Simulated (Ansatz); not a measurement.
Cartesian coordinates in Å:
```
C 1.3983 1.6199 0.8736
C 1.0882 0.3791 0.5104
Si -0.5208 -0.1668 -0.2340
N -0.1480 -0.8982 -1.7230
N -1.4662 -1.2924 0.6267
Cl -1.7289 1.5211 -0.3261
H 0.6989 2.4399 0.7426
H 2.3590 1.8681 1.3164
H 1.8355 -0.3995 0.6692
H 0.5803 -0.5160 -2.3040
H -0.8792 -1.3224 -2.2714
H -1.1473 -2.2396 0.7462
H -2.0697 -0.9931 1.3736
```

Charge 0, multiplicity 1.

(1) List the ωB97M-V/def2-TZVPP orbital energies in eV (Ansatz 0.2.0). (An estimate is asked.)

## Answers

(1) Ansatz gave: Occupied: -2771.27, -1807.71, -394.07, -394.01, -281.61, -281.14, -261.68, -199.14, -199.04, -199.04, -148.60, -102.78, -102.71, -102.68, -26.96, -26.15, -25.14, -24.03, -18.98, -17.18, -16.49, -16.26, -15.46, -14.17, -13.94, -13.26, -11.91, -11.35, -10.97, -10.47, -10.11, -9.80. Lowest empty: 1.67, 2.35, 3.27, 3.48, 3.76, 4.01, 4.32, 4.66.
